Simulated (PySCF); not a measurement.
# Gallium: a sound run and one with changed settings

Sound run: Ga [Ar] 3d10 4s2 4p1, Ga⁺ [Ar] 3d10 4s2. All numbers are calculated (PySCF 2.14, the non-relativistic Hamiltonian (point nucleus), in 6-31G*). The sound run starts from symmetry-adapted Hartree-Fock orbitals and uses a fine grid where one is needed.

Changed run: radial step 0.8 in ln r (0.13 in the sound run). This setting is unsound on purpose.

```json
{"species": "Ga", "method": "UHF", "sound run (hartree)": "-1922.94348", "changed run (hartree)": "-1922.94348", "converged": "yes"}
{"species": "Ga", "method": "PBE", "sound run (hartree)": "-1924.24385", "changed run (hartree)": "-1924.43859", "converged": "yes"}
{"species": "Ga", "method": "r2SCAN", "sound run (hartree)": "-1924.51214", "changed run (hartree)": "-1924.66328", "converged": "yes"}
{"species": "Ga⁺", "method": "UHF", "sound run (hartree)": "-1922.73879", "changed run (hartree)": "-1922.73879", "converged": "yes"}
{"species": "Ga⁺", "method": "PBE", "sound run (hartree)": "-1924.02087", "changed run (hartree)": "-1924.21896", "converged": "yes"}
{"species": "Ga⁺", "method": "r2SCAN", "sound run (hartree)": "-1924.28431", "changed run (hartree)": "-1924.43855", "converged": "yes"}
```

Ionisation energy of Ga:

| method | sound run (eV) | changed run (eV) |
| --- | --- | --- |
| UHF | 5.570 | 5.570 |
| PBE | 6.068 | 5.976 |
| r2SCAN | 6.200 | 6.115 |

A coarse radial grid mis-integrates the density and the exchange-correlation energy, with errors of either sign; Hartree-Fock needs no grid.

For comparison, NIST gives 5.999 eV between the lowest levels.
